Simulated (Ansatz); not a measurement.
Basis sets compared for Ag₁₂Bi. The state is a doublet with charge 0. Geometry PBE-D4/def2-SVP. Ansatz on 2 threads of AMD EPYC 7R13 on a shared host and a share (18 GiB) of an NVIDIA H100 80GB HBM3; times are rough, and most runs start from earlier orbitals.

| atom | x (Å) | y (Å) | z (Å) |
| --- | --- | --- | --- |
| Bi1 | -1.210 | -3.192 | 0.604 |
| Ag2 | -2.161 | -0.652 | -0.308 |
| Ag3 | -0.699 | -0.837 | 2.140 |
| Ag4 | -1.946 | 2.121 | -0.751 |
| Ag5 | -0.288 | -2.300 | -1.895 |
| Ag6 | 2.322 | -1.105 | -2.236 |
| Ag7 | 0.075 | 1.709 | 1.155 |
| Ag8 | 0.741 | 3.082 | -1.164 |
| Ag9 | 1.269 | -1.649 | 0.329 |
| Ag10 | 2.389 | 0.936 | -0.308 |
| Ag11 | 0.040 | 0.470 | -1.773 |
| Ag12 | -2.563 | 1.263 | 1.861 |
| Ag13 | 2.030 | 0.154 | 2.345 |

In the def2 sets Ag, Bi take a core potential; there is no spin–orbit coupling. Single mean-field runs in def2-TZVP are fitted with def2-universal-jkfit. The structure comes from a short search, and lower isomers may exist.

Binding counts from free atoms (Bi quartet, Ag doublet) in the same basis, without a counterpoise term.

| level | functions | energy (Eh) | HOMO (eV) | LUMO (eV) | binding per atom (eV) | wall time |
| --- | --- | --- | --- | --- | --- | --- |
| PBE-D4/def2-SVP | 398 | -1978.8606 | -4.08 | -3.88 | 1.85 | 6.5 s |
| PBE0-D4/def2-SVP | 398 | -1978.5731 | -4.42 | -3.19 | 1.67 | 9 s |

Question: Estimate the rows for PBE-D4/def2-TZVP (with forces), PBE0-D4/def2-TZVP.

Answer: 
| level | functions | energy (Eh) | HOMO (eV) | LUMO (eV) | binding per atom (eV) | wall time |
| --- | --- | --- | --- | --- | --- | --- |
| PBE-D4/def2-TZVP (with forces) | 530 | -1979.3394 | -4.11 | -3.90 | 1.89 | 15 s |
| PBE0-D4/def2-TZVP | 530 | -1979.0287 | -4.44 | -3.19 | 1.70 | 8.5 s |
